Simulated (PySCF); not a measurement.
Constitutional and geometric isomers with formula CH5BSi. Gas-phase values, no solvent. One relaxed conformer stands for each flexible species; it need not be the lowest. Strings in code marks are SMILES.

Method: PBE-D3(BJ)/def2-TZVP // B3LYP-D3(BJ)/def2-TZVP (PySCF 2.14.0). 

```
species           LUMO (eV)  HOMO–LUMO gap (eV)  dipole moment (D)
----------------  ---------  ------------------  -----------------
`B1C[SiH2]1`              …                3.58               0.96
`B[SiH]=C`            -3.83                2.22                  –
`B(=[SiH2])C`             …                1.65               2.49
`[H]/B=C\[SiH3]`      -2.40                3.56               0.86
`[SiH3]B=C`               …                2.79               0.34
```

Q: Fill in the missing entries.

A: 
- `B1C[SiH2]1`, LUMO (eV): -2.36
- `B(=[SiH2])C`, LUMO (eV): -3.12
- `[SiH3]B=C`, LUMO (eV): -2.90
